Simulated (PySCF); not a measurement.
## Worked example: refractive index and permittivity of the vapour

BiH₂Br, SMILES [Br][BiH2].

Geometry: B3LYP-D3(BJ)/def2-TZVP. The def2 effective core potentials stand for the cores of Bi; spin–orbit coupling is left out.

PySCF with r2SCAN/def2-TZVPD gives a mean static polarisability of 72.7 bohr³ and a dipole moment of 3.26 D. Take an ideal gas at 298.15 K and 0.01 bar, whether or not the substance is that volatile.

### Question
Work out n − 1 in the optical limit and the static ε − 1.

### Answer

Polarisability volume α' = 72.7 × 0.148185 = 10.77 Å³. Number density N = p/kT = 2.43e-7 Å⁻³.
Dilute limit of Lorentz–Lorenz: n − 1 = 2π N α' = 1.6e-5.
Orientation term of Debye: μ²/(3kT) = 8.098 Å³ × μ²(D²) = 86.06 Å³.
ε − 1 = 4π N (α' + μ²/3kT) = 0.00030. Orientation of the dipole supplies 89 % of the static response; it can't follow optical fields. Vibrational polarisation and dispersion are left out.
